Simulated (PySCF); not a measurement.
## Cost against result

Saddle point of SiH$_{3}$Cl$_{3}$, closed shell (SiHCl₃ ([Cl][SiH]([Cl])[Cl]) + H₂ → SiH₂Cl₂ ([Cl][SiH2][Cl]) + HCl; bonds formed: Si1–H7, Cl2–H6; bonds broken: Si1–Cl2, H6–H7), PBE0-D4/def2-TZVP structure:

```
7
angstrom
Si -0.4256 0.0859 -0.1847
Cl 1.2913 -1.3085 0.9184
Cl -0.5492 -1.2556 -1.7023
Cl -1.6246 -0.0743 1.4431
H -0.9627 1.3026 -0.8330
H 1.3094 0.2330 0.3795
H 0.9614 1.0168 -0.0210
```

Barriers are electronic and count from the start structure reached by relaxing down the imaginary mode.

Program: PySCF 2.14 with density fitting (its default auxiliary sets; JK sets also for MP2 and CCSD(T)). Basis: as named in each row. Cores are frozen in the correlated methods. B3LYP uses VWN-RPA correlation. Extrapolation: Hartree–Fock as exp(−7.88 √X), correlation as X^−2.97.

Times are rough, for one single point on 4 threads of a shared host (Arm Neoverse V2).

The estimate by CCSD(T) at an estimated basis limit (MP2 extrapolated from triple and quadruple zeta, plus CCSD(T) − MP2 in triple zeta) is 61.44 kcal/mol.

```csv
method,basis,time (s),barrier (kcal/mol),method less estimate
HF,STO-3G,under 1,111.13,49.69
B3LYP-D4,6-31G,3,64.24,2.80
PBE0-D4,def2-SVP,4,54.85,-6.59
PBE-D4,def2-SVP,4,50.19,-11.24
MP2,def2-QZVPP,6,61.77,0.33
SPW92,def2-TZVPP,7,43.37,-18.07
CCSD(T),def2-SVP,11,64.87,3.43
PBE-D4,def2-TZVPP,11,51.58,-9.86
PBE0-D4,def2-TZVPP,11,55.92,-5.52
B3LYP-D4,def2-TZVPP,11,59.39,-2.05
BHLYP-D4,def2-TZVPP,11,64.48,3.04
r2SCAN-D4,def2-TZVPP,23,55.56,-5.88
wB97M-V,def2-TZVPP,120,60.54,-0.90
CCSD(T),def2-TZVPP,470,62.50,1.07
```

All methods are single points on the PBE0-D4 structures.

The T1 diagnostic stays at or below 0.011.

Labels in which every atom is bracketed show which atoms are joined, not bond orders.
